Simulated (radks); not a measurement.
Values are calculated unless marked as measured or tabulated.
The lithium ion Li+ inside a hard spherical wall (all orbitals vanish at R), configuration held at [He] and not refilled when levels cross. Code: a radial shooting solver on a logarithmic mesh with Libxc functionals. Model: non-relativistic Kohn-Sham, PBE, spin-unpolarised, spherical densities, point nucleus. Eigenvalues in eV, with the zero of energy where the potential of the charges vanishes at infinity; a dash marks a level that is unbound or too diffuse for the functional's potential to be trusted. A positive occupied level is held by the wall or, in an anion where self-interaction has pushed it up, behind a barrier. The pressure on the wall is -dE/dV.

| R (bohr) | E (hartree) | kinetic (hartree) | e(1s) | e(2s, empty) | e(2p, empty) | pressure (GPa) |
|---|---|---|---|---|---|---|
| free | -7.25675 | 7.215 | -60.409 | - | - | 0 |
| 15 | -7.25675 | 7.215 | -60.409 | - | - | < 0.0001 |
| 10 | -7.25675 | 7.215 | -60.409 | - | - | < 0.0001 |
| 8 | -7.25675 | 7.215 | -60.409 | - | - | < 0.0001 |
| 7 | -7.25675 | 7.215 | -60.409 | - | - | < 0.0001 |
| 5 | -7.25675 | 7.215 | -60.409 | -5.278 | -3.100 | 0.000155 |
| 3.5 | -7.25659 | 7.217 | -60.397 | 0.561 | 1.393 | 0.119 |
| 3 | -7.25564 | 7.227 | -60.338 | 6.484 | 5.397 | 1.11 |
